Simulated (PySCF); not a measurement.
This PySCF input asks for the NMR shieldings of `C=CC/C(Cl)=C\B(Cl)Cl`, C₅H₆BCl₃; the geometry comes from GFN2-xTB.

```python
import basis_set_exchange as bse
import numpy as np
from pyscf import gto, dft
from pyscf.prop import nmr

atoms = """
C    -2.442691   -0.824861   -0.905941
C    -1.253683   -0.819259   -0.336262
C    -0.702227    0.345420    0.444463
C     0.370616    0.992935   -0.368022
Cl   -0.242583    2.109349   -1.530415
C     1.694662    0.766701   -0.325318
B     2.506318   -0.182520    0.574336
Cl    1.833159   -1.305852    1.696361
Cl    4.229394   -0.145812    0.441353
H    -2.799521   -1.673614   -1.463322
H    -3.113898    0.015372   -0.834829
H    -0.585867   -1.664511   -0.423554
H    -0.287934   -0.011741    1.386861
H    -1.498595    1.064939    0.638710
H     2.288437    1.341443   -1.027643
"""
names = dict.fromkeys(["C", "Cl", "B", "H"], "pcSseg-1")
basis = {el: gto.basis.parse(bse.get_basis(n, elements=[el], fmt="nwchem")) for el, n in names.items()}
mol = gto.M(atom=atoms, basis=basis, charge=0, verbose=0)
mf = dft.RKS(mol, xc="PBE0")
mf.grids.level = 2
mf.grids.alignment = dft.numint.BLKSIZE   # the property module wants whole blocks of grid points
mf.conv_tol = 1e-9
mf.kernel()

calc = nmr.RKS(mf)   # GIAO
C = mf.mo_coeff
Co = C[:, mf.mo_occ > 0]
resp = mf.gen_response(singlet=True, hermi=2)
def vind(x):   # induced exchange potential for any number of trial vectors
    d = np.einsum("pi,xij,qj->xpq", C, 2 * x.reshape(-1, C.shape[1], Co.shape[1]), Co, optimize=True)
    return np.einsum("xpq,pi,qj->xij", resp(d - d.transpose(0, 2, 1)), C, Co, optimize=True).ravel()
mo1, _ = nmr.rhf.solve_mo1(calc, with_cphf=vind)
sigma = calc.kernel(mo1)
for i, s in enumerate(sigma):   # ppm
    w = np.linalg.eigvalsh((s + s.T) / 2)
    print("%2d %-2s iso %8.1f  s11 %8.1f  s22 %8.1f  s33 %8.1f" % (i, mol.atom_pure_symbol(i), w.mean(), *w))
```

Question: What does it print?

Answer: 
```
 0 C  iso     59.3  s11    -53.7  s22     74.4  s33    157.2
 1 C  iso     45.6  s11    -74.0  s22     57.1  s33    153.7
 2 C  iso    138.1  s11    118.2  s22    145.0  s33    151.0
 3 C  iso      4.8  s11   -110.9  s22     20.3  s33    105.0
 4 Cl iso    592.9  s11    394.3  s22    499.1  s33    885.1
 5 C  iso     53.1  s11    -41.4  s22     64.9  s33    135.8
 6 B  iso     51.1  s11     25.4  s22     38.6  s33     89.5
 7 Cl iso    710.5  s11    460.7  s22    740.1  s33    930.5
 8 Cl iso    672.7  s11    424.8  s22    739.9  s33    853.3
 9 H  iso     26.2  s11     23.1  s22     25.1  s33     30.2
10 H  iso     26.1  s11     22.0  s22     25.6  s33     30.6
11 H  iso     25.7  s11     21.9  s22     24.8  s33     30.4
12 H  iso     26.8  s11     21.8  s22     25.9  s33     32.7
13 H  iso     29.0  s11     26.1  s22     28.3  s33     32.6
14 H  iso     25.1  s11     21.1  s22     22.2  s33     32.1
```

These numbers come from an equivalent density-fitted implementation of the same equations, which agrees with the script to about 0.01 ppm for H and up to a few tenths of a ppm for heavy atoms, so last digits may differ.

Size and cost of the density-fitted run: 204 basis functions, 2.2 min wall time on 1 thread of an Intel Xeon, shared host; peak memory 0.89 GiB.
